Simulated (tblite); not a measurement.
C₄H₈OSeSi₂.
Numbering: `[SiH3:1][Si@@H:2]([SeH:3])[c:4]1[cH:5][cH:6][cH:7][o:8]1` (hydrogens: H9, H10, H11 on Si1; H12 on Si2; H13 on Se3; H14 on C5; H15 on C6; H16 on C7)

Computed with GFN2-xTB (tblite), gas phase: L-BFGS steps from a force-field or distance-geometry start until the largest atomic force falls under 0.01 eV/Å.

Step 9: E = -635.0518 eV
```
atom  x, y, z in Å  |  force x, y, z in eV/Å
Si1     2.4819    1.1685    0.4613    0.089  -0.018  -0.045
Si2     1.2623   -0.4731   -0.6587   -0.152   0.189   0.123
Se3     1.7332   -2.6769   -0.0426   -0.161   0.112   0.221
C4     -0.5739   -0.1402   -0.3954   -0.130   0.116   0.147
C5     -1.6651   -0.9629   -0.3213   -0.008   0.134   0.006
C6     -2.7903   -0.1457   -0.0507   -0.004  -0.098  -0.013
C7     -2.3091    1.1257    0.0322    0.308   0.150  -0.034
O8     -0.9767    1.1453   -0.1684   -0.014  -0.236  -0.046
H9      1.7876    2.4532    0.2953    0.116  -0.129   0.070
H10     2.6169    0.8430    1.8910    0.011   0.099  -0.120
H11     3.8271    1.2738   -0.1341   -0.170   0.026   0.133
H12     1.4978   -0.5883   -2.0984    0.010  -0.059  -0.094
H13     1.3019   -2.6105    1.3428    0.077   0.051  -0.292
H14    -1.6219   -2.0227   -0.4510   -0.159  -0.116   0.002
H15    -3.8114   -0.4653    0.0654    0.183   0.070  -0.014
H16    -2.7678    2.0850    0.2215    0.007  -0.290  -0.042
```

Step 10: E = -635.0643 eV
```
atom  x, y, z in Å  |  force x, y, z in eV/Å
Si1     2.4791    1.1658    0.4614    0.143  -0.005  -0.070
Si2     1.2603   -0.4780   -0.6546   -0.179   0.314   0.047
Se3     1.7242   -2.6647   -0.0468   -0.064  -0.056   0.087
C4     -0.5759   -0.1440   -0.3937   -0.077   0.040   0.136
C5     -1.6672   -0.9682   -0.3200   -0.001   0.164  -0.009
C6     -2.7884   -0.1461   -0.0524    0.105   0.003  -0.005
C7     -2.3052    1.1268    0.0297    0.239  -0.078  -0.036
O8     -0.9749    1.1409   -0.1685    0.042  -0.190  -0.055
H9      1.7980    2.4542    0.3012    0.060  -0.084   0.050
H10     2.6232    0.8522    1.8894    0.000   0.062  -0.057
H11     3.8269    1.2806   -0.1250   -0.162   0.003   0.107
H12     1.4935   -0.6006   -2.0950    0.015  -0.034  -0.081
H13     1.3026   -2.5985    1.3274    0.018   0.052  -0.095
H14    -1.6319   -2.0301   -0.4514   -0.135  -0.038   0.015
H15    -3.8054   -0.4617    0.0661    0.017   0.023  -0.004
H16    -2.7665    2.0805    0.2207   -0.020  -0.175  -0.030
```

Step 11: E = -635.0729 eV
```
atom  x, y, z in Å  |  force x, y, z in eV/Å
Si1     2.4801    1.1650    0.4614    0.101  -0.013  -0.055
Si2     1.2559   -0.4746   -0.6512   -0.123   0.264  -0.066
Se3     1.7174   -2.6605   -0.0482    0.004  -0.086  -0.087
C4     -0.5787   -0.1468   -0.3902    0.047  -0.063   0.079
C5     -1.6701   -0.9700   -0.3195    0.041  -0.010  -0.025
C6     -2.7856   -0.1454   -0.0533   -0.020  -0.054   0.007
C7     -2.2992    1.1244    0.0276    0.105   0.002  -0.006
O8     -0.9728    1.1357   -0.1697    0.106  -0.060  -0.031
H9      1.8066    2.4539    0.3063    0.012  -0.026   0.034
H10     2.6281    0.8598    1.8874   -0.005   0.031   0.004
H11     3.8244    1.2856   -0.1165   -0.070  -0.007   0.050
H12     1.4905   -0.6108   -2.0946    0.003   0.001  -0.013
H13     1.3033   -2.5876    1.3142   -0.041   0.048   0.111
H14    -1.6410   -2.0348   -0.4512   -0.116   0.060   0.028
H15    -3.8020   -0.4592    0.0666   -0.023   0.022  -0.003
H16    -2.7646    2.0742    0.2194   -0.021  -0.111  -0.025
```

Step 12: E = -635.0768 eV
```
atom  x, y, z in Å  |  force x, y, z in eV/Å
Si1     2.4824    1.1649    0.4609    0.027  -0.011  -0.011
Si2     1.2520   -0.4686   -0.6508   -0.028   0.148  -0.112
Se3     1.7146   -2.6610   -0.0507    0.005  -0.038  -0.115
C4     -0.5793   -0.1493   -0.3873    0.068  -0.098   0.038
C5     -1.6711   -0.9711   -0.3198    0.010  -0.068  -0.010
C6     -2.7851   -0.1462   -0.0535    0.022   0.018   0.005
C7     -2.2948    1.1235    0.0267    0.014  -0.082  -0.007
O8     -0.9701    1.1320   -0.1709    0.097   0.025   0.000
H9      1.8109    2.4538    0.3093   -0.005   0.000   0.026
H10     2.6306    0.8640    1.8869   -0.007   0.017   0.020
H11     3.8224    1.2881   -0.1116    0.023  -0.007   0.001
H12     1.4890   -0.6162   -2.0946   -0.006   0.025   0.011
H13     1.3028   -2.5810    1.3096   -0.049   0.038   0.147
H14    -1.6470   -2.0359   -0.4507   -0.095   0.055   0.026
H15    -3.8012   -0.4578    0.0668   -0.049   0.017  -0.001
H16    -2.7636    2.0695    0.2182   -0.028  -0.038  -0.016
```

Task: Estimate the geometry and energy of step 13. (The exact step hangs on the optimiser's Hessian estimate; all steps are aligned on step 12, rigid shifts and turns removed.)

Result: E = -635.0793 eV, largest force 0.128 eV/Å
```
atom  x, y, z in Å  |  force x, y, z in eV/Å
Si1     2.4842    1.1644    0.4603   -0.023   0.004   0.030
Si2     1.2491   -0.4624   -0.6526    0.058   0.038  -0.107
Se3     1.7123   -2.6612   -0.0549   -0.018   0.009  -0.058
C4     -0.5789   -0.1528   -0.3846    0.055  -0.082   0.010
C5     -1.6716   -0.9725   -0.3199   -0.012  -0.082   0.007
C6     -2.7841   -0.1466   -0.0537   -0.007   0.006   0.004
C7     -2.2911    1.1215    0.0257   -0.026  -0.032   0.002
O8     -0.9668    1.1292   -0.1717    0.054   0.040   0.023
H9      1.8141    2.4540    0.3121   -0.014   0.012   0.019
H10     2.6325    0.8675    1.8871   -0.011   0.005   0.021
H11     3.8217    1.2899   -0.1080    0.086  -0.007  -0.033
H12     1.4876   -0.6199   -2.0942   -0.008   0.043  -0.009
H13     1.3015   -2.5753    1.3087   -0.030   0.026   0.095
H14    -1.6533   -2.0364   -0.4499   -0.072   0.017   0.020
H15    -3.8015   -0.4564    0.0670   -0.022   0.025  -0.006
H16    -2.7634    2.0658    0.2172   -0.010  -0.022  -0.017
```

The energy changes by -0.0025 eV. The first-order estimate −F·Δx gives -0.0037 eV and the mean of the old and new forces, exact on a quadratic surface, -0.0025 eV. The step makes an angle of 54° with the force vector and moves no atom by more than 0.007 Å.

The cost below is that of the whole relaxation. The run took 1.5 s wall on Arm Neoverse N1, one thread, shared host with 64 logical CPUs at a one-minute load of 56.
